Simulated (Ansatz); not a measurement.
HfF2, SMILES [F][Hf][F] (connectivity only; charge and spin as stated), neutral, multiplicity 3.

Geometry optimised at PBE0-D3(BJ)/def2-TZVP. The spin state was assumed, not searched. The def2 effective core potentials stand for the cores of Hf; spin–orbit coupling is left out.

Two levels are set side by side: PBE/def2-TZVPD (Ansatz, an electronic-structure program) and PBE0/def2-TZVPD (Ansatz). Energy differences of separate SCF runs at the same geometry; the states with an electron removed or added have multiplicity 2 and 2. Differences are taken from unrounded values.

| quantity | PBE |
|---|---|
| vertical ionisation energy (eV) | 7.42 |
| vertical electron affinity (eV) | 1.25 |

### Question
These are the PBE values. What does PBE0 give? (An estimate is asked for; the answer gives what the named calculation found.)

### Answer

```tsv
quantity	PBE0	PBE minus PBE0
vertical ionisation energy (eV)	7.57	-0.15
vertical electron affinity (eV)	1.14	0.11
```
